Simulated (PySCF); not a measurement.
# A small calculation by hand: refractive index and permittivity of the vapour

ZrF3, SMILES [F][Zr]([F])[F] (connectivity only; charge and spin as stated), neutral, multiplicity 2.

Geometry optimised at B3LYP-D3(BJ)/def2-TZVP. The spin state was assumed, not searched. The isomer is the one that the SMILES or the coordinates give; other isomers of the formula were not compared. The def2 effective core potentials stand for the cores of Zr; spin–orbit coupling is left out.

PBE0/def2-TZVPD (PySCF) gives a mean static polarisability of 46.4 bohr³ and a dipole moment of 0.00 D. Take an ideal gas at 298.15 K and 1 bar, whether or not the substance is that volatile.

Task: Work out n − 1 in the optical limit and the static ε − 1.

Result: 
Polarisability volume α' = 46.4 × 0.148185 = 6.88 Å³. Number density N = p/kT = 2.43e-5 Å⁻³.
Dilute limit of Lorentz–Lorenz: n − 1 = 2π N α' = 0.0010.
Orientation term of Debye: μ²/(3kT) = 8.098 Å³ × μ²(D²) = 0.00 Å³.
ε − 1 = 4π N (α' + μ²/3kT) = 0.0021. With no permanent dipole, ε equals n² in this model. Vibrational polarisation and dispersion are left out.
